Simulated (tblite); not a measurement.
C5H11N3Si.
Bonds: C1–C2, C2–C3 (aromatic), C3–N4 (aromatic), N4–N5 (aromatic), N5–Si6, Si6–C7, Si6–C8, N5–N9 (aromatic), C2–N9 (aromatic). Hydrogens: H10, H11, H12 on C1; H13 on C3; H14 on Si6; H15, H16, H17 on C7; H18, H19, H20 on C8.

Structure optimised with GFN2-xTB, isolated species.

**Question.** What internal coordinates does the optimisation give?

**Answer.** 
```tsv
bond	length (bohr)	order
C1–C2	2.804	single
C2–C3	2.664	aromatic
C3–N4	2.489	aromatic
N4–N5	2.499	aromatic
N5–Si6	3.348	single
Si6–C7, Si6–C8	3.584	single
N5–N9	2.501	aromatic
C2–N9	2.499	aromatic
C1–H10, C1–H11, C1–H12	2.057	single
C3–H13	2.023	single
Si6–H14	2.768	single
C7–H15 and 5 like bonds	2.053	single
```

Bonds in one row agree within 0.02 bohr and their mean is given. Orders are formal, as drawn. A selection of angles:
```tsv
angle	degrees
C1–C2–C3	129.4
C1–C2–N9	123.5
C3–C2–N9	107.1
C2–C3–N4	108.2
C3–N4–N5	105.4
N4–N5–Si6	124.0
N4–N5–N9	113.4
Si6–N5–N9	122.7
N5–Si6–C7	107.7
N5–Si6–C8	105.4
C7–Si6–C8	112.4
C2–N9–N5	105.9
```

Torsions: N4–N5–Si6–C7 -93° (anticlinal). The mirror-image conformer, all signs reversed, is as good.

N5 (pyrrole-type nitrogen) is planar (angles 124.0°, 122.7° and 113.4°, sum 360.0°, 0.01 Å off the plane of its three neighbours). The C–C distances run from 1.410 Å (C2–C3, aromatic) to 1.484 Å (C1–C2, drawn single), a spread of 0.074 Å. The 5-membered ring C2–C3–N4–N5–N9 has internal angles of 105.4° to 113.4° (sum 540°, against 540° for a flat polygon); it is planar, 0.00 Å rms from its mean plane, widest ring torsion 0°. Si6 (SiH silicon) is distorted tetrahedral (angles from 103.6° to 114.5°).

Point group: C1 (no symmetry element, even within 0.4 Å). Its lowest GFN2-xTB frequency is 10i cm⁻¹, too small to tell a flat minimum from a shallow saddle. The numbers are those of one conformer.

All values are computed, not measured.
